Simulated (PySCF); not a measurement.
Species: difluorogermane, F₂GeH₂.
SMILES: `[F][GeH2][F]`

Computed, not measured: PBE0-D3(BJ)/def2-SVP geometry optimisation, gas phase (PySCF).

Take the most abundant isotopes and a rigid rotor. 

**Question.** Give the principal moments of inertia and the rotational constants in MHz.

**Answer.** Ia = 33.67, Ib = 75.24, Ic = 101.89 u·Å²; 505379 MHz·u·Å²/I gives A = 15010, B = 6717, C = 4960 MHz.

**Question.** What kind of rotor is it?

**Answer.** An asymmetric top; Ray's κ = -0.650.

**Question.** What does the inertial defect say?

**Answer.** Not planar: Δ = Ic − Ia − Ib = -7.01 u·Å². For a rigid frame Δ = −2 Σ m c², so Σ m c² = 3.51 u·Å² lies off the ab plane, practically all of it from hydrogen. The atom farthest from that plane is 1.32 Å away.

**Question.** List the rotational levels J(Ka,Kc) to J = 2 (K).

**Answer.** Above 0(0,0), as E/k:
J = 1: 1(0,1) 0.560, 1(1,1) 0.958, 1(1,0) 1.043
J = 2: 2(0,2) 1.669, 2(1,2) 1.995, 2(1,1) 2.248, 2(2,1) 3.442, 2(2,0) 3.454
Those of J = 1 are B + C, A + C and A + B.

**Question.** Which lines would a microwave search look for?

**Answer.** The dipole components are |μa| = 0.00 D, |μb| = 2.57 D, |μc| = 0.00 D; the symmetry axis of this C2v structure is b, so μa and μc vanish by symmetry and there are no a-type or c-type lines. Some lines, for components of 0.1 D or more:

| type | branch | J(Ka,Kc) | MHz | lower level (cm⁻¹) |
| --- | --- | --- | --- | --- |
| b | Q | 1(1,0) ← 1(0,1) | 10050 | 0.390 |
| b | Q | 2(1,1) ← 2(0,2) | 12059 | 1.160 |
| b | R | 2(0,2) ← 1(1,1) | 14810 | 0.666 |
| b | R | 1(1,1) ← 0(0,0) | 19970 | 0.000 |
| b | Q | 2(2,0) ← 2(1,1) | 25130 | 1.562 |
| b | R | 2(1,2) ← 1(0,1) | 29890 | 0.390 |
| b | Q | 2(2,1) ← 2(1,2) | 30151 | 1.387 |
| b | R | 2(2,1) ← 1(1,0) | 49991 | 0.725 |
| b | R | 2(2,0) ← 1(1,1) | 51999 | 0.666 |

**Question.** Estimate the classical rotational partition function at 100 K, 298.15 K and 500 K.

**Answer.** Point group C2v, symmetry number σ = 2; q = (√π/σ)·√((kT/h)³/(ABC)), k/h = 20836.6 MHz/K: 3770 at 100 K, 19400 at 298.15 K, 42100 at 500 K.

No frequency check. Zero-point vibration and centrifugal distortion are left out.
